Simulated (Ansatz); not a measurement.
SBrF6 (charge -1), closed shell: a pair in one relaxed arrangement.

in.yaml

```yaml
crystal:
  periodic: [false, false, false]
  atoms:
    - {symbol: Br, position_ang: [0.242035, 0.137163, -4.235202]}
    - {symbol: F, position_ang: [-0.587687, -1.488527, 0.531818]}
    - {symbol: S, position_ang: [-0.033207, -0.018825, 0.580827]}
    - {symbol: F, position_ang: [-0.123721, -0.070087, 2.163578]}
    - {symbol: F, position_ang: [0.054518, 0.030857, -0.953101]}
    - {symbol: F, position_ang: [0.517823, 1.448924, 0.690182]}
    - {symbol: F, position_ang: [-1.503054, 0.536280, 0.545049]}
    - {symbol: F, position_ang: [1.433192, -0.575885, 0.676951]}
basis:
  gaussian: {orbitals: "def2-QZVPPD.json"}
total_charge: -1
correlation: {method: mp2}
```

The basis file named in the input lies beside it (Basis Set Exchange, JSON).

Run by:

```bash
ansatz run in.yaml --threads 2 --pin off --events-out ev --progress --plain --max-ram 32768MiB --backend cuda --devices 0, --max-vram 18GiB
```

What Ansatz 0.2.0 printed:

```
Functional definition: HF
  name "HF"
  cite "Fock, Z. Phys. 61, 126 (1930) doi:10.1007/BF01340294"
  parent pbe
  exchange = exact_x
  correlation = 0
3472 factors; integrals over basis functions are off by at most 7.4e-4 eV
mean field evaluation 1: about -97050.1106 eV, gradient 7.8e1 eV
mean field evaluation 2: about -97050.2709 eV, gradient 7.8e1 eV
mean field evaluation 4: about -97060.9579 eV, gradient 5.8e0 eV
mean field evaluation 8: about -97061.0282 eV, gradient 3.7e-1 eV
mean field -97061.02905043 eV, -3566.9270272750 hartree, gradient 5.4e-6 eV, S^2 0.000000; 0 other end points of the search recorded, 0 dependent functions left out
20 core orbitals not correlated: weight in the atoms' cores, before any rotation towards them, 1.000 or more for the frozen orbitals, at most 0.000 for the correlated occupied ones
reference -97061.02905043 eV, -3566.9270272750 hartree; 33, 33 occupied and 520, 520 virtual orbitals, 3472 factors
second order -68.02291113 eV of doubles, -0.00000000 eV of singles
Total energy: -97129.05196157 eV, -3569.4268231516 hartree
```

The run took 8 s on 2 CPU threads and a share of one NVIDIA H100 (shared host), with 1.1 GiB of host memory at its peak.
